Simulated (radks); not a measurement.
The numbers below are computed, except where a source is named.
Q: Ionisation of Sm, [Xe] 4f6 6s2, to Sm+, [Xe] 4f6 6s1, under several functionals. Non-relativistic Kohn-Sham, spin-polarised, spherical densities, point nucleus; open shells are filled with parallel spins first (spin-orbit coupling, left out, can overturn this in heavy ions); a radial shooting solver on a logarithmic mesh with Libxc functionals. Known Delta-SCF values: TASK exchange with Perdew-Wang LDA correlation 4.634 eV; XLYP 5.348 eV. What does TPSS give, and what is its highest occupied eigenvalue?

A: 5.192 eV by Delta-SCF; the 6s eigenvalue is -3.274 eV. NIST: 5.644 eV (measured).

Beside tabulated values, note that relativity, absent from the non-relativistic runs, is large for the heavy elements.
